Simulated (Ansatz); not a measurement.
Species: sum formula BOCl2, net charge 0, doublet state. It need not be the lowest isomer of its formula. 
Geometry from a B3LYP-D3(BJ)/def2-TZVP (Ansatz, a quantum-chemistry and plane-wave program) optimisation:
```
B
O 1 1.3237
Cl 1 1.7554 2 117.79
Cl 1 1.7554 2 117.79 3 180.00
```
Charge 0, spin multiplicity 2.

Total electronic energies in hartree. Cores are frozen in the correlated levels unless marked. UHF or UKS for open shells. Spin-orbit coupling is left out. No relativistic terms. Basis-set limits of correlation are two-point, X^-3; Hartree-Fock from the larger set (for Q and 5 zeta extrapolated as (X+1)exp(-9√X)). The bracket is a focal-point correction in the basis named.

```csv
level,program,energy (Eh)
HF/cc-pVTZ,Ansatz,-1018.71459
HF/cc-pV(Q+d)Z,Ansatz,-1018.73039
SVWN5/def2-TZVPD,Ansatz,-1016.83888
BLYP-D3(BJ)/def2-TZVPD,Ansatz + dftd3,-1020.59279
B3LYP/def2-TZVPD,Ansatz,-1020.63369
PBE0/def2-TZVP,Ansatz,-1020.18556
PBE0/def2-QZVPP,Ansatz,-1020.21781
HSE06-D4/def2-TZVPD,Ansatz + dftd4,-1020.16958
LC-wPBE-D4/def2-TZVPD,Ansatz + dftd4,-1020.28038
MP2/cc-pV(D+d)Z,Ansatz,-1019.14924
"RI-MP2/CBS(aug-cc-pV(T+d)Z,aug-cc-pV(Q+d)Z)",Ansatz,-1019.4890
"CCSD/CBS(cc-pV(T+d)Z,cc-pV(Q+d)Z)",Ansatz,-1019.5226
CCSD(T) with core electrons (1s frozen past Ne)/cc-pwCVTZ,Ansatz,-1020.10103
"RI-MP2/CBS(cc-pV(T+d)Z,cc-pV(Q+d)Z)+[CCSD(T)-MP2]/cc-pV(D+d)Z",Ansatz,-1019.5419
"CCSD(T)/CBS(cc-pV(Q+d)Z,cc-pV(5+d)Z)",Ansatz,-1019.5617
```

Totals of different functionals don't rank their quality; only differences between species are comparable.
